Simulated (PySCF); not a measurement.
C₃H₄ClFSi. Atoms are numbered in the order given.

```xyz
10

F      2.9234     0.0643    -1.2117
C      2.2340    -0.3382    -0.1355
C      0.9486    -0.1261     0.0166
C     -0.3413     0.0148     0.1840
Si    -1.6554    -1.2163    -0.3929
Cl    -1.0038     1.4456     1.0013
H      2.8572    -0.8605     0.5986
H     -2.5697    -0.5292    -1.3451
H     -0.9762    -2.3642    -1.0516
H     -2.4299    -1.6760     0.7924
```
Charge 0, spin multiplicity 1.

Coordinates come from a B3LYP-D3(BJ)/def2-SVP optimisation. This is a generated structure with no PubChem entry under its InChIKey; it may be hypothetical.

Vertical ionisation energy (IE) and electron affinity (EA) in eV. Rows of orbital energies are one-electron estimates. Where ΔSCF, EOM or ADC give a negative EA the extra electron is unbound and the value depends on the basis.

```
level                                          IE    EA
-------------------------------------------  ----  ----
−ε(HOMO), −ε(LUMO), B3LYP/def2-TZVP (PySCF)  7.61  1.52
−ε(HOMO), −ε(LUMO), PBE/def2-TZVP (PySCF)    6.61  2.26
```
